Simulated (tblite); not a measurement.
C5H9ClF2Ge.
Numbering: `[F:1][CH2:2][C@@:3]1([Cl:4])[GeH2:5][CH2:6][CH2:7][C@@H:8]1[F:9]` (hydrogens: H10, H11 on C2; H12, H13 on Ge5; H14, H15 on C6; H16, H17 on C7; H18 on C8)

Computed with GFN2-xTB (tblite), gas phase: L-BFGS steps from a force-field or distance-geometry start until the largest atomic force falls under 0.01 eV/Å.

Step 54: E = -849.9698 eV
```
atom  x, y, z in Å  |  force x, y, z in eV/Å
F1      2.4973   -1.3122    0.5351   -0.016   0.115  -0.015
C2      2.2511   -0.1295   -0.1431    0.035   0.007  -0.044
C3      0.7733   -0.0544   -0.4701    0.054   0.002  -0.135
Cl4     0.5685   -0.0977   -2.2533    0.012  -0.007   0.006
Ge5    -0.3623   -1.5714    0.1929   -0.066   0.041   0.016
C6     -1.8140   -0.2959    0.6798    0.060  -0.003  -0.036
C7     -1.4553    0.9632   -0.1059   -0.043  -0.015   0.032
C8      0.0459    1.1810    0.0398    0.037  -0.002  -0.055
F9      0.4418    2.3150   -0.6380    0.033  -0.014   0.066
H10     2.8684   -0.1539   -1.0456   -0.001  -0.015   0.038
H11     2.5889    0.6857    0.5048   -0.081  -0.027   0.035
H12    -0.6694   -2.4435   -0.9823    0.008  -0.072  -0.006
H13     0.2235   -2.3816    1.3105   -0.011   0.023   0.040
H14    -1.7719   -0.0869    1.7511   -0.056  -0.015  -0.033
H15    -2.8171   -0.6352    0.4384   -0.015  -0.003   0.025
H16    -1.6753    0.8365   -1.1681   -0.028  -0.013   0.033
H17    -2.0063    1.8355    0.2473    0.036   0.029   0.040
H18     0.3040    1.3517    1.0951    0.041  -0.030  -0.006
```

Step 55: E = -849.9726 eV
```
atom  x, y, z in Å  |  force x, y, z in eV/Å
F1      2.4922   -1.3091    0.5355    0.014   0.100   0.004
C2      2.2495   -0.1285   -0.1454    0.060   0.030  -0.054
C3      0.7733   -0.0559   -0.4769    0.018  -0.009  -0.055
Cl4     0.5711   -0.1032   -2.2570   -0.004   0.008  -0.025
Ge5    -0.3688   -1.5729    0.1925    0.058   0.047   0.009
C6     -1.8138   -0.2948    0.6778   -0.008  -0.029   0.023
C7     -1.4531    0.9631   -0.1062   -0.060   0.012   0.027
C8      0.0487    1.1795    0.0384    0.005   0.003  -0.029
F9      0.4441    2.3179   -0.6318    0.037  -0.022   0.042
H10     2.8741   -0.1516   -1.0438   -0.025  -0.027   0.041
H11     2.5822    0.6910    0.5008   -0.080  -0.054   0.041
H12    -0.6642   -2.4498   -0.9818   -0.009  -0.071  -0.009
H13     0.2220   -2.3787    1.3135   -0.029   0.035   0.020
H14    -1.7741   -0.0871    1.7504   -0.039  -0.019  -0.059
H15    -2.8194   -0.6312    0.4386    0.006   0.003   0.014
H16    -1.6773    0.8365   -1.1686   -0.016   0.017   0.066
H17    -2.0020    1.8330    0.2566    0.036   0.040  -0.004
H18     0.3066    1.3481    1.0959    0.034  -0.062  -0.051
```

Step 56: E = -849.9745 eV
```
atom  x, y, z in Å  |  force x, y, z in eV/Å
F1      2.4908   -1.3038    0.5373    0.029   0.070   0.014
C2      2.2482   -0.1272   -0.1487    0.041   0.018  -0.040
C3      0.7721   -0.0580   -0.4811    0.010   0.001  -0.010
Cl4     0.5704   -0.1076   -2.2588   -0.017   0.018  -0.051
Ge5    -0.3723   -1.5740    0.1930    0.121   0.028  -0.008
C6     -1.8147   -0.2943    0.6742   -0.014  -0.026   0.033
C7     -1.4519    0.9642   -0.1068   -0.046   0.012   0.035
C8      0.0504    1.1772    0.0391   -0.017   0.010  -0.021
F9      0.4486    2.3199   -0.6223    0.036  -0.035   0.025
H10     2.8737   -0.1524   -1.0456   -0.015  -0.026   0.028
H11     2.5762    0.6944    0.4962   -0.063  -0.036   0.042
H12    -0.6595   -2.4571   -0.9805   -0.013  -0.059   0.009
H13     0.2251   -2.3725    1.3180   -0.049   0.044   0.002
H14    -1.7766   -0.0886    1.7463   -0.024  -0.009  -0.023
H15    -2.8211   -0.6268    0.4376   -0.023  -0.016  -0.014
H16    -1.6762    0.8400   -1.1691   -0.021   0.027   0.060
H17    -1.9992    1.8324    0.2614    0.030   0.054  -0.018
H18     0.3071    1.3405    1.0982    0.034  -0.076  -0.063
```

Step 57: E = -849.9770 eV
```
atom  x, y, z in Å  |  force x, y, z in eV/Å
F1      2.4914   -1.2932    0.5393    0.041   0.002   0.037
C2      2.2471   -0.1255   -0.1579    0.014   0.035   0.007
C3      0.7707   -0.0601   -0.4867   -0.013   0.017   0.036
Cl4     0.5635   -0.1083   -2.2621   -0.025   0.027  -0.060
Ge5    -0.3736   -1.5743    0.1962    0.161   0.002  -0.036
C6     -1.8173   -0.2945    0.6681   -0.058  -0.026   0.035
C7     -1.4497    0.9655   -0.1072   -0.017   0.017   0.038
C8      0.0531    1.1736    0.0445   -0.044  -0.005  -0.010
F9      0.4583    2.3229   -0.5997    0.034  -0.032   0.000
H10     2.8703   -0.1594   -1.0542    0.013  -0.011  -0.002
H11     2.5714    0.7005    0.4834   -0.040  -0.019   0.014
H12    -0.6526   -2.4694   -0.9733   -0.010  -0.038   0.038
H13     0.2294   -2.3588    1.3302   -0.065   0.049  -0.017
H14    -1.7878   -0.0902    1.7400   -0.006  -0.005   0.009
H15    -2.8243   -0.6230    0.4273   -0.009  -0.027  -0.029
H16    -1.6691    0.8439   -1.1703   -0.035   0.040   0.049
H17    -1.9962    1.8327    0.2638    0.025   0.063  -0.028
H18     0.3066    1.3240    1.1070    0.034  -0.089  -0.079
```

Q: Estimate the geometry and energy of step 58. (The exact step hangs on the optimiser's Hessian estimate; all steps are aligned on step 57, rigid shifts and turns removed.)

A: E = -849.9797 eV, largest force 0.150 eV/Å
```
atom  x, y, z in Å  |  force x, y, z in eV/Å
F1      2.4936   -1.2816    0.5428    0.043  -0.039   0.036
C2      2.2469   -0.1232   -0.1682   -0.030   0.000   0.046
C3      0.7690   -0.0618   -0.4912   -0.010   0.034   0.041
Cl4     0.5535   -0.1064   -2.2657   -0.024   0.029  -0.051
Ge5    -0.3721   -1.5740    0.1992    0.140  -0.013  -0.053
C6     -1.8215   -0.2954    0.6616   -0.044  -0.009   0.024
C7     -1.4478    0.9673   -0.1069    0.004   0.011   0.031
C8      0.0552    1.1693    0.0510   -0.045  -0.013  -0.007
F9      0.4705    2.3257   -0.5739    0.017  -0.042  -0.021
H10     2.8662   -0.1682   -1.0653    0.034   0.005  -0.017
H11     2.5679    0.7061    0.4683   -0.006   0.030  -0.003
H12    -0.6457   -2.4827   -0.9640   -0.002  -0.017   0.065
H13     0.2327   -2.3413    1.3442   -0.067   0.042  -0.025
H14    -1.8020   -0.0927    1.7329    0.009  -0.007   0.046
H15    -2.8274   -0.6213    0.4144   -0.015  -0.040  -0.050
H16    -1.6614    0.8476   -1.1707   -0.051   0.052   0.027
H17    -1.9927    1.8349    0.2641    0.017   0.065  -0.024
H18     0.3063    1.3041    1.1159    0.031  -0.090  -0.065
```

The energy changes by -0.0027 eV. The first-order estimate −F·Δx gives -0.0036 eV and the mean of the old and new forces, exact on a quadratic surface, -0.0027 eV. The step makes an angle of 79° with the force vector and moves no atom by more than 0.029 Å.

What follows is the cost of the whole relaxation. Hardware: an Arm Neoverse V1 with one thread, on a shared host. Cost: 1.2 s wall.
